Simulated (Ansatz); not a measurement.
Ansatz (a first-principles code) input (HF/aug-cc-pVQZ): A basis named .json is the Basis Set Exchange file of that set (core-valence sets with the plain set on hydrogen).

Ansatz 0.2 input:
```yaml
crystal:
  periodic: [false, false, false]
  atoms:
    - {symbol: F, position_ang: [0.00000000, 0.00000000, 0.00000000]}
basis:
  gaussian:
    orbitals: aug-cc-pVQZ
    fitting: {mean_field: cc-pVQZ-JKFIT.json}
hamiltonian:
  xc: {name: HF}
magnetization: {spin_polarized: true, initial_magnetization: 1}
scf: {lower_state_search: full}
```

Output:

```
Functional definition: HF
integrals: 0.00 GiB planned
106 factors; integrals over basis functions are off by at most 1.2e0 eV
mean field: 0.08 GiB planned
mean field evaluation 1: about -2704.9654 eV, gradient 9.4e0 eV
mean field evaluation 2: about -2705.1709 eV, gradient 3.0e0 eV
mean field evaluation 4: about -2705.1945 eV, gradient 2.3e-1 eV
mean field evaluation 8: about -2704.9355 eV, gradient 5.0e0 eV
mean field evaluation 16: about -2705.1945 eV, gradient 2.3e-1 eV
mean field evaluation 32: about -2660.5158 eV, gradient 3.4e1 eV
mean field -2705.19503855 eV, -99.4140840196 hartree, gradient 1.9e-5 eV, S^2 0.754203; 2 other end points of the search recorded, 0 dependent functions left out
reference -2705.19503855 eV, -99.4140840196 hartree; 5, 4 occupied and 75, 76 virtual orbitals, 106 factors
Total energy: -2705.19503855 eV, -99.4140840196 hartree
```
